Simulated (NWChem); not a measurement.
System meant: C2H3AuFN; SMILES C[N+]#[C-]->[Au][F]

Here is an NWChem input.

```
start job
memory heap 200 mb stack 900 mb global 1100 mb
geometry units angstroms noautoz
  Au    -0.170365     0.368093    -0.386141
  F     -0.753499     1.634819    -1.718181
  C      1.186326    -2.553620     2.695034
  N      0.756277    -1.634051     1.722510
  C      0.401592    -0.870066     0.917078
  H      1.131223    -2.096144     3.693552
  H      2.225469    -2.852575     2.494641
  H      0.546276    -3.447661     2.675432
end
basis spherical
  Au library def2-svp
  F library def2-svp
  C library def2-svp
  N library def2-svp
  H library def2-svp
end
dft
  xc xpbe96 cpbe96
  iterations 150
  mulliken
end
task dft energy
```

End of the output:

```
          Convergence Information
          -----------------------
          Convergence aids based upon iterative change in
          total energy or number of iterations.
          Levelshifting, if invoked, occurs when the
          HOMO/LUMO gap drops below (HL_TOL):  1.00D-02
          DIIS, if invoked, will attempt to extrapolate
          using up to (NFOCK): 10 stored Fock matrices.

                    Damping( 0%)  Levelshifting(0.5)       DIIS
                  --------------- ------------------- ---------------
          dE  on:    start            ASAP                start
          dE off:    2 iters        150 iters           150 iters

      Screening Tolerance Information
      -------------------------------
          Density screening/tol_rho:  1.00D-10
          AO Gaussian exp screening on grid/accAOfunc:  14
          CD Gaussian exp screening on grid/accCDfunc:  20
          XC Gaussian exp screening on grid/accXCfunc:  20
          Schwarz screening/accCoul:  1.00D-08

      Superposition of Atomic Density Guess
      -------------------------------------

      charge =      79.0 Au (Gold)

      symmetry species            s     p     d     f
      number of basis functions = 7     6     5     1
      number of cont. functions = 6     3     2     1
      number of closed shells   = 6     4     2     1
      number of open shells     = 0     0     1     0
      open shell occupation     = 0     0     9     0
 ------------------------------------------------------------------------
 atomscf:atomd: error in atom scf                   0
 ------------------------------------------------------------------------
 ------------------------------------------------------------------------
  current input line :
    25: task dft energy
 ------------------------------------------------------------------------
 ------------------------------------------------------------------------
 This error has not yet been assigned to a category
 ------------------------------------------------------------------------
 For more information see the NWChem manual at https://nwchemgit.github.io

0:atomscf:atomd: error in atom scf:Received an Error in Communication
```

Task: What is wrong, and how is it mended?

Result: The program stopped with an error. Cause: the def2 basis of a heavy element holds valence functions alone and wants its effective core potential (without it all electrons must fit into that basis). This input runs:
```
start job
memory heap 200 mb stack 900 mb global 1100 mb
geometry units angstroms noautoz
  Au    -0.170365     0.368093    -0.386141
  F     -0.753499     1.634819    -1.718181
  C      1.186326    -2.553620     2.695034
  N      0.756277    -1.634051     1.722510
  C      0.401592    -0.870066     0.917078
  H      1.131223    -2.096144     3.693552
  H      2.225469    -2.852575     2.494641
  H      0.546276    -3.447661     2.675432
end
basis spherical
  Au library def2-svp
  F library def2-svp
  C library def2-svp
  N library def2-svp
  H library def2-svp
end
ecp
  Au library def2-ecp
end
dft
  xc xpbe96 cpbe96
  iterations 150
  mulliken
end
task dft energy
```
It converges to -367.96510 Ha (PBE/def2-SVP with def2 effective core potentials on Au).
